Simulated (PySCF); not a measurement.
C₄H₉O, SMILES CC(C)(C)[O], multiplicity 2. Geometry: PBE-D3(BJ)/def2-SVP. The isomer is the one that the SMILES or the coordinates give; other isomers of the formula were not compared.

Computed equilibrium geometry at PBE-D3(BJ)/def2-SVP (PySCF confirms it by a frequency run) as Cartesian coordinates in Å, and its point group:
point group Cs.
```xyz
14

C     -0.6054     1.3752     0.0000
C      0.0985    -0.0305     0.0000
C     -0.3030    -0.7992    -1.2800
C     -0.3030    -0.7992     1.2800
O      1.4216     0.3003     0.0000
H     -1.7005     1.2042     0.0000
H     -0.3182     1.9466     0.9023
H     -0.3182     1.9466    -0.9023
H     -1.3940    -0.9946    -1.3129
H      0.2253    -1.7730    -1.3098
H     -0.0110    -0.2214    -2.1784
H     -0.0110    -0.2214     2.1784
H     -1.3940    -0.9946     1.3129
H      0.2253    -1.7730     1.3098
```
Charge 0, spin multiplicity 2.
